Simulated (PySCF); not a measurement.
GeO, neutral, multiplicity 1.

```xyz
2

Ge     0.0000     0.0000    -0.3266
O      0.0000     0.0000     1.3063
```
Charge 0, spin multiplicity 1.

Geometry: B3LYP-D3(BJ)/def2-TZVPD.

The numbers are results of PySCF with PBE/pcSseg-2, not measurements. Non-relativistic, no solvent.

Computed absolute GIAO shielding of each atom: isotropic value and principal components (ppm):
| atom | σ(iso) | σ11 | σ22 | σ33 | span |
|---|---|---|---|---|---|
| Ge1 | 922.6 | 4.2 | 4.2 | 2759.3 | 2755.1 |
| O2 | -408.7 | -821.3 | -821.3 | 416.6 | 1237.9 |
